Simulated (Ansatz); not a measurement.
Cartesian coordinates in Å:
```
N 1.861 -0.489 -2.092
C 1.203 -0.013 -1.125
C 1.020 1.154 -0.229
B 0.083 -0.106 -0.103
Si -1.454 -1.011 0.770
O -1.950 -0.322 2.188
H 2.589 0.168 -2.391
H 1.744 1.329 0.570
H 0.636 2.086 -0.648
H -2.544 -1.008 -0.253
H -1.126 -2.416 1.114
H -2.062 0.629 2.199
```

Total charge 0; spin multiplicity 1.

(1) List the PBE/def2-TZVPP orbital energies in eV (Ansatz 0.2.0). (Estimate.)

## Answers

(1) Computed: Occupied: -1779.89, -510.34, -380.70, -270.19, -269.18, -177.66, -137.58, -94.34, -94.30, -94.29, -25.06, -22.74, -19.56, -14.28, -14.03, -12.56, -11.75, -11.31, -9.92, -9.21, -8.92, -8.12, -7.92, -7.26, -6.89, -5.46. Lowest empty: -3.89, -0.98, -0.67, 0.34, 0.86, 1.03, 1.30, 1.39.
